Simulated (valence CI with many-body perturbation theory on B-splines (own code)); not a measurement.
Missing levels of Sb28+

Method: configuration interaction combined with many-body perturbation theory (CI+MBPT): five valence electrons over a frozen Dirac-Fock core [Ar], radial functions for each j: 7 s, 7 p, 8 d, 6 f, 4 g, 1 h, with the one-electron correlation potential Σ1, the two-electron term Σ2, the three-electron term Σ3, Breit, model QED; selected CI, second order for the rest (own B-spline code, finite nucleus).

No measured spectrum was set against this ion. As an estimate, large intervals hold to a few tenths of a per cent, small ones and those within an open d or f shell to about a per cent. Only levels of the ground parity were solved; by the run's estimate the other parity begins above the list, which can be wrong where configurations are misplaced.

```tsv
Level	E (cm⁻¹)
(3d3/2^3 3d5/2^2) J=5/2 [a]	0.0
(3d3/2^4 3d5/2) J=5/2	?
(3d3/2^3 3d5/2^2) J=7/2	131040
(3d3/2^3 3d5/2^2) J=3/2	?
(3d3/2^3 3d5/2^2) J=11/2	137610
(3d3/2^3 3d5/2^2) J=5/2 [b]	?
(3d3/2^3 3d5/2^2) J=9/2	150000
(3d3/2^3 3d5/2^2) J=1/2	?
(3d3/2^2 3d5/2^3) J=7/2 [a]	?
(3d3/2^3 3d5/2^2) J=5/2 [c]	194440
(3d3/2^2 3d5/2^3) J=7/2 [b]	214460
(3d3/2^2 3d5/2^3) J=11/2	214520
(3d3/2^2 3d5/2^3) J=3/2 [a]	222990
(3d3/2^2 3d5/2^3) J=1/2 [a]	223990
(3d3/2^2 3d5/2^3) J=9/2 [a]	?
(3d3/2^2 3d5/2^3) J=3/2 [b]	234620
(3d3/2^2 3d5/2^3) J=13/2	236380
(3d3/2^2 3d5/2^3) J=5/2 [a]	249950
(3d3/2^2 3d5/2^3) J=9/2 [b]	274820
(3d3/2^2 3d5/2^3) J=5/2 [b]	285050
```

Levels are named by their leading jj configuration (3d3/2^4 stands for four electrons in 3d with j = 3/2), which in mixed levels can hold well under half, so a name can repeat and another be missing. Letters in brackets count levels of one name in rising energy.

(1) The levels stand in rising order. What does the calculation give for the missing energies?

## Answers

(1) (3d3/2^4 3d5/2) J=5/2 85862; (3d3/2^3 3d5/2^2) J=3/2 135250; (3d3/2^3 3d5/2^2) J=5/2 [b] 149630; (3d3/2^3 3d5/2^2) J=1/2 160390; (3d3/2^2 3d5/2^3) J=7/2 [a] 187720; (3d3/2^2 3d5/2^3) J=9/2 [a] 230320.
